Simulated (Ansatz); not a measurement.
C$_{2}$H$_{7}$OSi, SMILES `CC[SiH2][O-]` (C–C–Si–O torsion 58°) with one electron removed (charge 0, multiplicity 2), frozen-core CCSD(T)/def2-TZVPD // CAM-B3LYP-D3(BJ)/def2-TZVPD in Ansatz (a program for electronic structure). The calculation was stopped at its time limit.

Ansatz 0.2 input:
```yaml
crystal:
  periodic: [false, false, false]
  atoms:
    - { symbol: C, position_ang: [-1.298595, -0.28218, 0.51553] }
    - { symbol: C, position_ang: [-0.269278, -0.20577, -0.608744] }
    - { symbol: Si, position_ang: [1.460046, 0.344564, -0.012747] }
    - { symbol: O, position_ang: [2.110853, -0.538254, 1.097391] }
    - { symbol: H, position_ang: [-1.441469, 0.697678, 0.979906] }
    - { symbol: H, position_ang: [-2.281241, -0.631553, 0.177966] }
    - { symbol: H, position_ang: [-0.951843, -0.956754, 1.300562] }
    - { symbol: H, position_ang: [-0.164317, -1.188056, -1.082777] }
    - { symbol: H, position_ang: [-0.606382, 0.48492, -1.392023] }
    - { symbol: H, position_ang: [2.22558, 0.468487, -1.324184] }
    - { symbol: H, position_ang: [1.216644, 1.806915, 0.349119] }
basis:
  gaussian: { orbitals: def2-TZVPD }
correlation:
  method: ccsd_t
magnetization:
  spin_polarized: true
  initial_magnetization: 1
```

The last lines of the output:

```
1507 factors; integrals over basis functions are off by at most 7.6e-4 eV
mean field evaluation 1: about -12063.6541 eV, gradient 3.7e1 eV
mean field evaluation 2: about -12063.6600 eV, gradient 3.7e1 eV
mean field evaluation 4: about -12070.7524 eV, gradient 5.6e0 eV
mean field evaluation 8: about -12072.4927 eV, gradient 8.1e-1 eV
mean field evaluation 16: about -12072.5133 eV, gradient 9.3e-3 eV
mean field evaluation 32: about -12072.4603 eV, gradient 1.5e0 eV
mean field evaluation 64: about -12072.5092 eV, gradient 4.5e-1 eV
mean field evaluation 96: about -12072.5029 eV, gradient 7.6e-2 eV
mean field evaluation 128: about -12069.7884 eV, gradient 7.5e0 eV
mean field evaluation 160: about -12072.4995 eV, gradient 2.2e-2 eV
mean field evaluation 192: about -12072.3084 eV, gradient 1.3e0 eV
mean field evaluation 224: about -12072.1542 eV, gradient 2.3e0 eV
mean field evaluation 256: about -12066.3322 eV, gradient 5.9e0 eV
mean field -12072.51341011 eV, -443.6566847780 hartree, gradient 1.0e-6 eV, S^2 0.759275; 7 other end points of the search recorded, 0 dependent functions left out
determinant -12072.51341011 eV, -443.6566847780 hartree, with singles and doubles -12091.89235008 eV, -444.3688476865 hartree
determinant -12072.49950919 eV, -443.6561739287 hartree, with singles and doubles -12091.86115661 eV, -444.3677013475 hartree
determinant -12072.51341011 eV, -443.6566847780 hartree, with singles and doubles -12091.76769077 eV, -444.3642665414 hartree
```
